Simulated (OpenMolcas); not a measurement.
**Fe4+: effect of the IPEA shift**

```
Program             : OpenMolcas
Basis               : ANO-RCC-VQZP [7s6p4d3f2g1h]
Scalar Hamiltonian  : DKH2, point nucleus
Active space        : 4 electrons in 5 orbitals (3d)
State averaging     : 2S+1 = 5 even, 5 roots; 2S+1 = 3 even, 45 roots; 2S+1 = 1 even, 50 roots
Spin-orbit coupling : state interaction with AMFI integrals over the reference wave functions, term energies averaged over their components
```

Methods on the same reference wave functions:
A. CASSCF
B. MS-CASPT2, IPEA 0.25 Eh, imaginary shift 0.1 Eh (closed shells correlated: 3s 3p)
C. MS-CASPT2, IPEA 0.5 Eh, imaginary shift 0.1 Eh (closed shells correlated: 3s 3p)

Energies in cm-1 above 3d4 5D0, the measured ground level; measured values from Corliss and Sugar, J. Phys. Chem. Ref. Data 11, 135 (1982).

```json
{"Level": "3d4 5D0", "A": "0.0", "B": "0.0", "C": "0.0", "Measured": "0.0"}
{"Level": "3d4 5D1", "A": "144", "B": "147", "C": "147", "Measured": "142"}
{"Level": "3d4 5D2", "A": "425", "B": "432", "C": "431", "Measured": "417"}
{"Level": "3d4 5D3", "A": "831", "B": "838", "C": "838", "Measured": "803"}
{"Level": "3d4 5D4", "A": "1345", "B": "1351", "C": "1350", "Measured": "1283"}
{"Level": "3d4 3H4", "A": "27336", "B": "25140", "C": "25420", "Measured": "24932"}
{"Level": "3d4 3H5", "A": "27639", "B": "25460", "C": "25740", "Measured": "25226"}
{"Level": "3d4 3H6", "A": "27975", "B": "25820", "C": "26090", "Measured": "25528"}
{"Level": "3d4 3P0(1)", "A": "29277", "B": "24290", "C": "24770", "Measured": "24055"}
{"Level": "3d4 3P1(1)", "A": "30130", "B": "25180", "C": "25650", "Measured": "24973"}
{"Level": "3d4 3F2(1)", "A": "31485", "B": "27060", "C": "27540", "Measured": "26761"}
{"Level": "3d4 3F3(1)", "A": "31563", "B": "27160", "C": "27630", "Measured": "26842"}
{"Level": "3d4 3P2(1)", "A": "31635", "B": "26680", "C": "27150", "Measured": "26468"}
{"Level": "3d4 3F4(1)", "A": "31716", "B": "27320", "C": "27790", "Measured": "26974"}
{"Level": "3d4 3G3", "A": "34456", "B": "30300", "C": "30660", "Measured": "29817"}
{"Level": "3d4 3G4", "A": "34817", "B": "30670", "C": "31020", "Measured": "30147"}
{"Level": "3d4 3G5", "A": "35100", "B": "30980", "C": "31320", "Measured": "30430"}
{"Level": "3d4 1I6", "A": "41163", "B": "38080", "C": "38200", "Measured": "37512"}
{"Level": "3d4 1G4(1)", "A": "43472", "B": "37540", "C": "37800", "Measured": "36586"}
{"Level": "3d4 3D3", "A": "44410", "B": "37410", "C": "37950", "Measured": "36630"}
{"Level": "3d4 3D2", "A": "44525", "B": "37540", "C": "38070", "Measured": "36758"}
{"Level": "3d4 3D1", "A": "44661", "B": "37670", "C": "38200", "Measured": "36925"}
{"Level": "3d4 1S0(1)", "A": "50397", "B": "40580", "C": "41220", "Measured": "39633"}
{"Level": "3d4 1D2(1)", "A": "53798", "B": "47620", "C": "47770", "Measured": "46291"}
```

Deviations, from unrounded energies. A percentage is the sum of absolute deviations over the sum of measured energies, with the sign that they share, or ± where signs differ.

| Against measurement | Levels | A | B | C |
| --- | --- | --- | --- | --- |
| mean absolute deviation (cm-1) | 23 | 4500 | 440 | 770 |
| fine structure of the ground term (%) | 4 | +3.8 | +4.7 | +4.6 |
| other terms of the ground configuration (%) | 19 | +17.4 | +1.7 | +3.0 |

B lies closest to measurement on these levels and A furthest from it. The largest miss of B in the table is 3d4 1D2(1), by +1300 cm-1. The ranking rests on the paired levels alone, and a cruder setting can come out closer through cancelling errors.

Between B and C the level of the table that moves most is 3d4 1S0(1), by 640 cm-1 (lowest in B, highest in C). Moves below CASPT2's spread within the term are not significant.

The mean deviations of B to C differ by less than CASPT2's widest spread within a term (1400 cm-1), so their order carries little weight.

From A to B the spin-free energies of the other terms of 3d4 shown, above 5D, scale by factors of 0.80 to 0.92, as is usual when dynamic correlation screens the repulsion within a d or f shell.

The lowest spin-free term lies below A's lowest term by 0.401 hartree in B, 0.394 hartree in C.

Term energies are means over components that CASPT2 splits; among the terms shown or strongly mixed into the levels shown the widest spread is 1400 cm-1 (3d4 1I, C). Without dynamic correlation excited terms often stand tens of per cent too high (terms of higher spin than the ground term too low), and those without a measured partner can miss by more than the paired ones (holds for A). The CASPT2 spread within a term exceeds the gap to the next term for 3d4 1G(1) and 3d4 3D, 3d4 3D and 3d4 1I, so the order of their levels is uncertain (holds for B; C). Measured partners are found by configuration, term and J. A level has none where our copy of the source lacks it or the pairing is in doubt (some pairs that miss far off the trend of their configuration count as doubtful), and it then counts in no deviation. Only configurations of the active space appear. The table leaves out levels that lie high or whose names do not pair safely across all columns.

A number in round brackets counts repeated terms of one configuration in the order of the reference energies.
